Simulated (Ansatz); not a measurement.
Problem. Name a neutral molecule of Al, C, Si and H with LUMO energy (PBE/def2-TZVPP) between -2.25 and -1.95 eV and size of the dipole moment (ωB97M-V/def2-TZVPP) between 1.85 and 2.15 D (Ansatz, PBE0-D4/def2-TZVP geometry).

Solution. `[AlH2][SiH2]C[SiH3]` (-2.04 eV, 2.06 D); `[CH3][Al]1[CH2][SiH2]1` (-2.22 eV, 2.11 D). Other molecules can fit too; these were computed, each in one conformer that needn't be the lowest.
